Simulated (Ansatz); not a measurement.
B₇P₇. Total charge 0; singlet. Geometry PBE-D4/def2-SVP; atoms count from 1.

| atom | x (Å) | y (Å) | z (Å) |
| --- | --- | --- | --- |
| B1 | 0.561 | -1.575 | -1.340 |
| P2 | 1.517 | -1.023 | -2.753 |
| B3 | -0.780 | -1.095 | 1.313 |
| P4 | -0.732 | -2.410 | -0.176 |
| B5 | 0.585 | -0.836 | 0.293 |
| B6 | 1.390 | -0.106 | -1.117 |
| P7 | 0.718 | -2.316 | 1.597 |
| B8 | -1.792 | 1.054 | 0.304 |
| P9 | -1.924 | 0.297 | 2.047 |
| P10 | -1.768 | 1.729 | -1.370 |
| B11 | -0.231 | 1.827 | -0.321 |
| P12 | 1.711 | 1.798 | -0.855 |
| B13 | -0.194 | 0.569 | 1.154 |
| P14 | 0.939 | 2.088 | 1.224 |

Single mean-field runs in def2-TZVP are fitted with def2-universal-jkfit.

Estimate the Mulliken populations from the PBE0/def2-TZVP orbitals of Ansatz.


| atom | charge (e) |
| --- | --- |
| B1 | -0.01 |
| P2 | -0.07 |
| B3 | 0.07 |
| P4 | -0.05 |
| B5 | -0.16 |
| B6 | 0.06 |
| P7 | -0.07 |
| B8 | -0.02 |
| P9 | -0.08 |
| P10 | -0.01 |
| B11 | -0.01 |
| P12 | 0.01 |
| B13 | 0.34 |
| P14 | -0.03 |
Mulliken values depend strongly on the basis.

And the Mayer bond orders between heavy atoms (over 0.3)?

B1–P2 1.56 (1.79 Å); B1–P4 0.93 (1.93 Å); B1–B5 0.49 (1.79 Å); B1–B6 0.58 (1.70 Å); P2–B6 1.28 (1.88 Å); B3–P4 0.64 (1.99 Å); B3–B5 0.47 (1.72 Å); B3–P7 0.95 (1.95 Å); B3–P9 0.96 (1.95 Å); B3–B13 0.43 (1.77 Å); P4–B5 0.62 (2.11 Å); P4–P7 0.98 (2.29 Å); B5–B6 0.50 (1.78 Å); B5–P7 0.88 (1.98 Å); B5–B13 0.55 (1.82 Å); B6–P12 1.01 (1.95 Å); B8–P9 1.10 (1.90 Å); B8–P10 1.47 (1.81 Å); B8–B11 0.53 (1.85 Å); P9–B13 0.73 (1.97 Å); P10–B11 1.21 (1.86 Å); B11–P12 0.73 (2.01 Å); B11–P14 0.88 (1.96 Å); P12–P14 1.06 (2.24 Å); B13–P14 0.78 (1.90 Å).
